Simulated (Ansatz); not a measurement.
Program: Ansatz. Geometries: PBE0-D4/def2-TZVP. ΔE: electronic, gas phase. CBS: MP2 limit from def2 TZ/QZ plus the TZ coupled-cluster correction, frozen cores. DFT in def2-TZVPP. B3LYP here is the variant with VWN-RPA as its local correlation; programs differ in this. For Ge outer-core shells are correlated without core-valence functions, which leaves a few kJ/mol of doubt a bond. Scalar relativity is left out up to krypton. One conformer a species, not always the lowest.

`[CH3][GeH]([Cl])[CH]=O` + `C[S][Al]([F])[Cl]` → `[CH3][GeH]([F])[CH]=O` + `C[S][Al]([Cl])[Cl]`  (redistribution)

`[CH3][GeH]([Cl])[CH]=O`:

```xyz
10

C    -1.264    0.649   -0.548
Ge    0.060   -0.701   -0.125
Cl    1.114   -1.281   -1.925
C     1.467    0.046    1.095
O     1.170    0.802    1.978
H    -1.676    1.045    0.382
H    -0.795    1.460   -1.105
H    -2.066    0.217   -1.145
H    -0.538   -1.989    0.467
H     2.528   -0.248    0.925
```

`C[S][Al]([F])[Cl]`:

Cartesian coordinates in Å:
```
C -0.997 -0.609 -0.833
S -0.869 0.945 0.121
Al 1.094 0.756 0.965
F 1.992 -0.580 0.634
Cl 1.888 2.226 2.195
H -0.097 -1.215 -0.747
H -1.849 -1.171 -0.456
H -1.162 -0.354 -1.879
```

`[CH3][GeH]([F])[CH]=O`:

```xyz
10

C     1.001    0.996   -0.554
Ge   -0.240   -0.486   -0.480
F     0.672   -1.971   -0.646
C    -1.115   -0.620    1.316
O    -1.606    0.349    1.829
H     1.817    0.826    0.148
H     1.408    1.102   -1.560
H     0.481    1.915   -0.278
H    -1.285   -0.504   -1.609
H    -1.134   -1.606    1.834
```

`C[S][Al]([Cl])[Cl]`:

```xyz
8

C    -0.614    0.303    1.284
S     0.275   -1.131    0.592
Al    0.743   -0.501   -1.408
Cl    1.752   -1.808   -2.670
Cl    0.219    1.393   -2.108
H    -0.160    0.543    2.244
H    -0.558    1.172    0.632
H    -1.657    0.029    1.434
```

```tsv
level	ΔE (kJ/mol)	difference from CCSD(T)/CBS
PBE-D4	36.3	-2.2
r2SCAN-D4	36.6	-1.9
PBE0-D4	36.4	-2.1
B3LYP-D4	38.1	-0.4
ωB97X-V	34.2	-4.3
ωB97M-V	36.2	-2.3
B2PLYP	38.3	-0.2
PBE	36.4	-2.1
r2SCAN	36.7	-1.8
PBE0	36.6	-1.9
B3LYP	38.3	-0.2
HF/def2-TZVPP	34.7	-3.8
MP2/def2-TZVPP	39.7	1.2
SCS-MP2/def2-TZVPP	38.3	-0.2
CCSD/def2-TZVPP	38.6	0.1
CCSD(T)/def2-TZVPP	38.4	-0.1
HF/def2-QZVPP	35.3	-3.2
MP2/def2-QZVPP	40.0	1.5
SCS-MP2/def2-QZVPP	38.3	-0.2
HF/CBS(def2)	35.4	-3.1
MP2/CBS(def2)	39.8	1.3
CCSD/CBS(def2)	38.7	0.2
CCSD(T)/CBS	38.5	0
```

Largest T1 diagnostic among the species: 0.013.

In def2-TZVPP, CCSD(T) changes the Hartree–Fock value by +3.7 kJ/mol (the triples alone add −0.3 kJ/mol) and MP2 by +5.0 kJ/mol.
